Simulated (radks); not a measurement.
Results of a calculation; reference values are marked as such.
The mean radii <r> (bohr) of the occupied orbitals of an atom or ion are listed with their occupations. Code: a radial shooting solver on a logarithmic mesh with Libxc functionals. Model: non-relativistic Kohn-Sham, TPSS, spin-polarised, spherical densities, point nucleus; meta-GGA in the generalised Kohn-Sham scheme.

| orbital | occ. | <r> |
|---|---|---|
| 1s | 2 | 0.02104 |
| 2s | 2 | 0.08883 |
| 2p | 6 | 0.07518 |
| 3s | 2 | 0.2220 |
| 3p | 6 | 0.2117 |
| 3d | 10 | 0.1853 |
| 4s | 2 | 0.4340 |

Name the element and its charge. Open shells, if any, are filled with parallel spins first.

Answer. Z = 72, hafnium, charge +42: Hf42+ in [Ar] 3d10 4s2. The 1s radius gives Z: for a bare nucleus <r> = 1.5/Z, 0.02083 bohr for Z = 72, and screening makes it slightly larger (0.02104 here). The occupations add up to 30, and the charge is Z minus that.
